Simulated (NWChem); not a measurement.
System: CdSiH$_{3}$I; SMILES [SiH3][Cd][I]

Computed with NWChem. Medium grid unless said otherwise, to which SCAN and Minnesota functionals are sensitive. Geometry: optimised at PBE0/def2-SVP. def2 effective core potentials on Cd, I; no spin-orbit coupling. B3LYP is NWChem's, with the RPA form of VWN correlation. Total energies of different functionals are on different scales.

```json
[
 {"level": "B3LYP/def2-SVP", "energy (Ha)": "-756.8615", "highest occupied level (eV)": "[?]", "orbital gap (eV)": "[?]", "dipole (D)": "2.26"},
 {"level": "PBE/def2-SVP", "energy (Ha)": "-756.5175", "highest occupied level (eV)": "-6.22", "orbital gap (eV)": "4.26", "dipole (D)": "2.19"},
 {"level": "M05-2X/def2-SVP", "energy (Ha)": "-756.5729", "highest occupied level (eV)": "-8.65", "orbital gap (eV)": "8.08", "dipole (D)": "2.84"},
 {"level": "M06/def2-SVP", "energy (Ha)": "-756.7776", "highest occupied level (eV)": "-7.21", "orbital gap (eV)": "5.85", "dipole (D)": "2.23"},
 {"level": "HCTH/407/def2-SVP", "energy (Ha)": "-757.9646", "highest occupied level (eV)": "-6.24", "orbital gap (eV)": "4.23", "dipole (D)": "2.17"},
 {"level": "LC-BLYP (range parameter 0.33 per bohr)/def2-SVP", "energy (Ha)": "-755.9957", "highest occupied level (eV)": "-9.46", "orbital gap (eV)": "9.82", "dipole (D)": "2.31"},
 {"level": "RPBE/def2-SVP", "energy (Ha)": "-756.7794", "highest occupied level (eV)": "-6.16", "orbital gap (eV)": "4.30", "dipole (D)": "2.15"},
 {"level": "PW6B95/def2-SVP", "energy (Ha)": "-757.2277", "highest occupied level (eV)": "-7.34", "orbital gap (eV)": "6.16", "dipole (D)": "2.25"}
]
```

Task: Fill in the missing entries.

Result: 
- B3LYP/def2-SVP, highest occupied level (eV): -7.04
- B3LYP/def2-SVP, orbital gap (eV): 5.62
